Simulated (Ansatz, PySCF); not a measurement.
Molecule: C2H6Cl2Si, net charge 0, singlet state. 
Structure (B3LYP-D3(BJ)/def2-TZVP (Ansatz, a quantum-chemistry and plane-wave program) minimum search):
```xyz
11

Si    -0.0199    -0.3173    -0.1053
Cl     0.0323     1.3658    -1.3087
Cl     0.0730     0.3104     1.8648
C     -1.6351    -1.1886    -0.3743
C      1.4755    -1.3526    -0.4688
H     -2.4718    -0.5287    -0.1441
H     -1.7231    -1.5087    -1.4144
H     -1.7015    -2.0684     0.2687
H      1.4664    -1.6768    -1.5113
H      1.4880    -2.2366     0.1719
H      2.3893    -0.7850    -0.2917
```
Charge 0, spin multiplicity 1.

Total electronic energies in hartree. Cores are frozen in the correlated levels unless marked. No spin-orbit coupling. No relativistic terms. CBS(X,Y): correlation extrapolated as X^-3; Hartree-Fock from the larger set. The bracket is a focal-point correction in the basis named.

```csv
level,program,energy (Eh)
HF/aug-cc-pV(T+d)Z,Ansatz,-1287.39613
HF/def2-TZVPD,PySCF,-1287.37214
HF/aug-cc-pV(Q+d)Z,Ansatz,-1287.41010
RI-HF/cc-pV(Q+d)Z,Ansatz,-1287.40960
PBE/def2-TZVPD,Ansatz,-1289.28218
B97M-V/def2-TZVPD,Ansatz,-1289.62055
B3LYP-D3(BJ)/def2-TZVPD,Ansatz + dftd3,-1289.99994
PBE0/6-31G*,Ansatz,-1289.27663
BHLYP-D4/def2-TZVPD,Ansatz + dftd4,-1289.88998
TPSSh-D3(BJ)/def2-TZVPD,PySCF + dftd3,-1289.99458
M06-2X/def2-TZVPD,PySCF,-1289.83543
CAM-B3LYP/def2-TZVPD,Ansatz,-1289.91138
wB97M-V/def2-TZVPD,Ansatz,-1289.81469
B2GP-PLYP/def2-TZVPD,Ansatz,-1289.31508
MP2/6-31G*,Ansatz,-1287.84466
RI-MP2/aug-cc-pV(Q+d)Z,Ansatz,-1288.34235
RI-MP2/cc-pV(Q+d)Z,Ansatz,-1288.33363
SCS-MP2/cc-pVTZ,Ansatz,-1288.23670
CCSD/aug-cc-pV(D+d)Z,Ansatz,-1288.09984
CCSD/cc-pVTZ,Ansatz,-1288.30203
CCSD(T)/6-31G*,Ansatz,-1287.92159
CCSD(T) with core electrons (1s frozen past Ne)/cc-pwCVTZ,Ansatz,-1289.26409
"RI-MP2/CBS(cc-pV(T+d)Z,cc-pV(Q+d)Z)+[CCSD(T)-MP2]/cc-pV(T+d)Z",Ansatz,-1288.4867
```

Totals of different functionals don't rank their quality; only differences between species are comparable.
